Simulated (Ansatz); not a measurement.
Two isomers of C3H10Si2: A = `[SiH3]/C=C/C[SiH3]`, B = `C/C=C/[SiH2][SiH3]`.

Program: Ansatz. Geometries: PBE0-D4/def2-TZVP. ΔE: electronic, gas phase. CCSD(T)/CBS is the MP2 limit (def2-TZVPP, def2-QZVPP) plus CCSD(T) − MP2 in def2-TZVPP, frozen cores. Double bonds are as drawn, so ΔE can hold a change between cis and trans. Functionals use def2-TZVPP. B3LYP here is the variant with VWN-RPA as its local correlation; programs differ in this. Each species was taken in one conformer, which may not be the lowest.

Which is lower in electronic energy at CCSD(T)/CBS, and by how much? (Estimate.)

Ansatz gave: B, by 1.3 kcal/mol.

Give E(B) − E(A) in kcal/mol with r2SCAN-D4, HF/def2-TZVPP, CCSD(T)/def2-TZVPP, B2PLYP, CCSD/def2-TZVPP, PBE0-D4, B3LYP-D4. (Estimate.)

The calculation gave: r2SCAN-D4 -2.5, HF/def2-TZVPP -0.3, CCSD(T)/def2-TZVPP -1.3, B2PLYP -1.2, CCSD/def2-TZVPP -1.2, PBE0-D4 -3.5, B3LYP-D4 -1.8. None reverses the order clearly.

Largest T1 diagnostic: 0.012.

From PBE to PBE0 (25 % exact exchange), in def2-TZVPP and without D4, E(B) − E(A) moves by +0.7 kcal/mol.
